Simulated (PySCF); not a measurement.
CH8OSi2, SMILES C[SiH2]O[SiH3], GFN2-xTB optimised geometry.

```
12

C      1.72     1.06    -0.06
Si     1.08    -0.72     0.00
O     -0.54    -0.72     0.00
Si    -2.12    -0.35     0.00
H      2.81     1.09    -0.06
H      1.38     1.58    -0.95
H      1.38     1.64     0.80
H      1.47    -1.47    -1.19
H      1.47    -1.39     1.24
H     -2.81    -1.64     0.01
H     -2.39     0.41    -1.21
H     -2.39     0.44     1.20
```

Density from PBE/def2-TZVP in PySCF at that geometry.

Minimum of the electron density along straight lines between bonded atoms, close to the bond critical point (lines longer than 1.1 times the sum of covalent radii, or with two minima, are not listed):

```csv
bond,length / Å,ρ at the minimum / e bohr⁻³,∇²ρ there / e bohr⁻⁵,position (fraction from the first atom)
C1–Si2,1.896,0.118,0.13,0.61
Si2–O3,1.622,0.138,0.91,0.42
O3–Si4,1.616,0.140,0.95,0.58
C1–H5,1.086,0.272,-0.89,0.64
C1–H6,1.087,0.272,-0.89,0.64
C1–H7,1.087,0.272,-0.89,0.64
Si2–H8,1.464,0.126,0.16,0.50
Si2–H9,1.464,0.126,0.16,0.50
Si4–H10,1.461,0.127,0.17,0.50
Si4–H11,1.463,0.126,0.16,0.50
Si4–H12,1.463,0.126,0.16,0.50
```
